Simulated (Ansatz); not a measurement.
Two isomers of C2H8SSn: A = `CC[S][SnH3]`, B = `SC[CH2][SnH3]`.

Program: Ansatz. Geometries: PBE0-D4/def2-TZVP. ΔE: electronic, gas phase. CCSD(T)/CBS adds triple-zeta CCSD(T) − MP2 to the extrapolated MP2 energy (def2 sets, frozen cores). Functionals use def2-TZVPP. B3LYP here is the variant with VWN-RPA as its local correlation; programs differ in this. Elements past krypton have def2 core potentials. For Sn outer-core shells are correlated without core-valence functions, which leaves a few kJ/mol of doubt a bond. One conformer a species, not always the lowest.

Problem. Which is lower in electronic energy at CCSD(T)/CBS, and by how much? (Estimate.)

Solution. The calculation gave: A, by 19.5 kcal/mol.

Problem. Give E(B) − E(A) in kcal/mol with B3LYP-D4, B3LYP, MP2/def2-TZVPP, PBE-D4, HF/def2-TZVPP, PBE0-D4, r2SCAN-D4. (Best estimate.)

Solution. Computed: B3LYP-D4 20.4, B3LYP 19.8, MP2/def2-TZVPP 18.7, PBE-D4 20.1, HF/def2-TZVPP 20.9, PBE0-D4 20.3, r2SCAN-D4 20.6. None reverses the order clearly.

Largest T1 diagnostic: 0.012.

In def2-TZVPP, CCSD(T) changes the Hartree–Fock value by −2.7 kcal/mol (the triples alone add +0.0 kcal/mol) and MP2 by −2.2 kcal/mol.
